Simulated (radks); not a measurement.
Values are calculated unless marked as measured or tabulated.
Effect of the nuclear size on neutral chlorine, [Ne] 3s2 3p5. Code: a radial shooting solver on a logarithmic mesh with Libxc functionals. Model: Dirac Kohn-Sham, BLYP, spin-unpolarised, spherical densities, finite nucleus; open shells fill j = l - 1/2 first; Fermi nuclear charge, rms radius 3.3654 fm. The rms radius is varied about that value; shifts are against it.

\begin{tabular}{lrrrr}
rms radius (fm) & total energy shift (eV) & density at nucleus (e/bohr^3) & 1s1/2 shift (meV) & 2s1/2 shift (meV) \\ \hline
2.726 & -0.00483 & 3610 & -2.03 & -0.149 \\
3.1534 & -0.00171 & 3599 & -0.720 & -0.053 \\
3.3654 & 0 & 3595 & 0.000 & 0.000 \\
3.6481 & 0.00245 & 3589 & 1.03 & 0.076 \\
4.0418 & 0.00619 & 3582 & 2.60 & 0.191 \\
\end{tabular}

Slopes of the eigenvalues against <r^2> in GHz/fm^2, as finite differences over the two radii next to the reference (eigenvalue slopes, not the field-shift constants of lines): 1s1/2 126, 2s1/2 9.23.
